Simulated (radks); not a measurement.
Question: Valence configurations of Tc+ (all share [Kr]). All-electron calculation, Dirac Kohn-Sham, BLYP, spin-unpolarised, spherical densities, point nucleus; open shells fill j = l - 1/2 first. Program: a radial shooting solver on a logarithmic mesh with Libxc functionals. Order these by energy: 4d4 5s1 5p1; 4d4 5s2; 4d6; 4d5 5s1; 4d2.5 5s0.5 5p3; 4d5.5 5s0.5; 4d4.5 5s1.5; 4d4.5 5s0.5 5p1; 4d1.5 5s1.5 5p3; 4d5 5p1.

Answer: From the lowest, in eV above it: 4d6 0.000; 4d5.5 5s0.5 0.649; 4d5 5s1 1.644; 4d4.5 5s1.5 3.017; 4d4 5s2 4.797; 4d5 5p1 6.063; 4d4.5 5s0.5 5p1 7.621; 4d4 5s1 5p1 9.590; 4d2.5 5s0.5 5p3 30.215; 4d1.5 5s1.5 5p3 39.635. NIST lists [Kr] 4d5 5s1 as the ground configuration; this level of theory puts 4d6 lower, by 1.644 eV. The energies are those of spherical spin-averaged densities, not of single terms.
